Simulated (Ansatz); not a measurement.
CH3BrFGaO, SMILES `[OH][Ga]([F])[CH2]Br`, 8 atoms. Total charge 0; spin multiplicity 1. Correlated methods include outer-core shells of Br, Ga, which these sets cover unevenly. Scalar relativity is left out up to krypton. All runs use 4 threads of an Arm Neoverse V1 on a shared host. Correlated methods freeze the cores.

How many basis functions does each run have, and how long does it take in Ansatz? RHF-CCSD(T)/def2-SVP energy; RHF-MP2/def2-QZVPP energy; RKS ωB97X-V/def2-TZVPP energy; RKS PBE0-D4/def2-QZVPP energy; direct RPA on PBE orbitals/def2-TZVPP energy; RKS PBE0-D4/def2-TZVP relaxation (27 steps); RKS revPBE-D4/def2-TZVPP energy; RKS PBE-QIDH (frozen core)/def2-TZVPP energy; RKS ωB97M-V/def2-SVP energy; RKS ωB97M-V/def2-QZVPP energy; RHF-CCSD(T)/def2-TZVPP energy; RKS PBE0-D4/def2-TZVP frequencies. (Best estimate.)

Computed: Other jobs shared the machine, so times are rough.

```
                                level                    job  functions  wall time  peak host memory (GiB)
             RKS revPBE-D4/def2-TZVPP                 energy        231      2.5 s                    0.32
                 RKS ωB97M-V/def2-SVP                 energy        121      7.5 s                    0.45
RKS PBE-QIDH (frozen core)/def2-TZVPP                 energy        231      7.5 s                    0.66
direct RPA on PBE orbitals/def2-TZVPP                 energy        231      7.5 s                    0.58
               RKS ωB97X-V/def2-TZVPP                 energy        231       11 s                    0.97
               RKS PBE0-D4/def2-QZVPP                 energy        439       13 s                       2
                 RHF-CCSD(T)/def2-SVP                 energy        121       16 s                    0.68
               RKS ωB97M-V/def2-QZVPP                 energy        439       27 s                     2.3
                   RHF-MP2/def2-QZVPP                 energy        439       27 s                     2.5
                RKS PBE0-D4/def2-TZVP  relaxation (27 steps)        207    2.3 min                    0.69
                RKS PBE0-D4/def2-TZVP            frequencies        207      3 min                    0.69
               RHF-CCSD(T)/def2-TZVPP                 energy        231    5.2 min                     4.4
```
